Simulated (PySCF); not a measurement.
Two-component Hartree-Fock for Yb⁴²⁺ (ytterbium, charge +42)

Start: [Ar] 3d10. Calculated with PySCF 2.14 in an even-tempered Gaussian basis (18 s from 3.2 bohr⁻², ratio 2.6; 15 p from 4.2 bohr⁻², ratio 2.6; 10 d from 4.2 bohr⁻², ratio 2.6; 5 f from 4.3 bohr⁻², ratio 2.8): generalised Hartree-Fock with the X2C-1e Hamiltonian and a Gaussian nucleus; spin-orbit coupling (SO) screened by Boettger's factors.

```tsv
spinor shell	electrons	ε, screened SO (eV)	weight of nominal j (screened SO)	rms radius, screened SO (bohr)
1s1/2	2	-63661.0	1.000	0.0223
2s1/2	2	-12551.3	1.000	0.0899
2p1/2	2	-12053.6	1.000	0.0766
3s1/2	2	-4309.4	1.000	0.227
3p1/2	2	-4093.6	1.000	0.217
3p3/2	4	-3854.8	1.000	0.230
3d3/2	4	-3500.9	1.000	0.203
3d5/2	6	-3448.7	1.000	0.206
```

Problem. Where does 2p3/2 lie, and what is the 2p spin-orbit splitting (screened SO)?

Solution. At -10996.2 eV, 1057.4 eV above 2p1/2.

| quantity | screened SO |
| --- | --- |
| E (hartree) | -12905.77690 |
| M_J | 0 |
| ⟨J²⟩ | 0.000 |
| ⟨L²⟩ | 0.048 |
| ⟨S²⟩ | 0.048 |

Breit and QED terms are absent; they matter most for the inner s and p1/2 levels.

Densities and radii are taken from the X2C orbitals without a picture-change correction, which distorts them close to the nucleus.
